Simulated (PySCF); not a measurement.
SiOBr, SMILES O=[Si]Br, multiplicity 2. Atoms are numbered in the order given.

```xyz
3

Si     0.4667     1.1682     0.0000
O     -0.5323     2.3259     0.0000
Br    -0.0650    -0.9989     0.0000
```
Charge 0, spin multiplicity 2.

Geometry: TPSSh-D3(BJ)/def2-TZVP.

Method: PBE/def2-TZVPD in PySCF.

Mulliken values depend strongly on the basis, most of all with diffuse functions as here. Atomic charges (e):

| atom | Mulliken | meta-Löwdin | Mulliken spin |
|---|---|---|---|
| Si1 | 0.41 | (withheld) | 0.55 |
| O2 | -0.30 | (withheld) | 0.26 |
| Br3 | -0.11 | (withheld) | 0.20 |

Problem. What belongs in the gaps? (The exact figures need the calculation; the answer reports its results.)

Solution. 
- Si1, meta-Löwdin: 0.80
- O2, meta-Löwdin: -0.65
- Br3, meta-Löwdin: -0.15
